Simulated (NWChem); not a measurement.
Molecule: CH$_{5}$NO$_{2}$Si; SMILES N[SiH]1OCO1

```xyz
10

N      0.0545    -1.9238     0.4564
Si     0.0645    -0.4592    -0.4125
O      1.0926     0.7987     0.1329
C     -0.0691     1.6193     0.3050
O     -1.1266     0.7131    -0.0343
H     -0.0291    -1.9858     1.4722
H      0.1247    -2.8338     0.0002
H      0.1913    -0.8441    -1.8519
H     -0.0514     2.4961    -0.3855
H     -0.1628     1.9746     1.3594
```
Atoms are numbered in this order, from 1.

Computed with NWChem. The geometry was optimised at PBE-D3(BJ)/def2-SVP. B3LYP is NWChem's, with the RPA form of VWN correlation. Atomic charges in e: unrestrained fits to the electrostatic potential beside Mulliken populations; buried atoms are poorly determined by the fit.

### Question
Predict the results for B3LYP/def2-SVP. Quantities: ESP N1; Mulliken N1; ESP Si2; Mulliken Si2; ESP O3; Mulliken O3; ESP C4; Mulliken C4; ESP O5; Mulliken O5; relative RMS misfit of the potential (%).

### Answer
```json
{
 "ESP N1": "-0.92",
 "Mulliken N1": "-0.35",
 "ESP Si2": "1.17",
 "Mulliken Si2": "0.75",
 "ESP O3": "-0.67",
 "Mulliken O3": "-0.49",
 "ESP C4": "0.70",
 "Mulliken C4": "0.40",
 "ESP O5": "-0.67",
 "Mulliken O5": "-0.49",
 "relative RMS misfit of the potential (%)": "23"
}
```
